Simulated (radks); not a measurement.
Values are calculated unless marked as measured or tabulated.
Q: Sc9+, 12 electrons, occupied as [Ne] 3s2. Level of theory: non-relativistic Kohn-Sham, PBE, spin-polarised, spherical densities, point nucleus (a radial shooting solver on a logarithmic mesh with Libxc functionals). Some entries of the table are withheld. Estimate them.

| orbital | occ. | eigenvalue (hartree) | <1/r> (bohr^-1) |
|---|---|---|---|
| 1s | 2 | -168.2983 | (1) |
| 2s | 2 | (2) | (3) |
| 2p | 6 | (4) | 4.225 |
| 3s | 2 | (5) | (6) |

A: 
(1) 1s <1/r> (bohr^-1): 20.54
(2) 2s eigenvalue (hartree): -24.45663
(3) 2s <1/r> (bohr^-1): 4.290
(4) 2p eigenvalue (hartree): -21.51348
(5) 3s eigenvalue (hartree): -7.85161
(6) 3s <1/r> (bohr^-1): 1.528
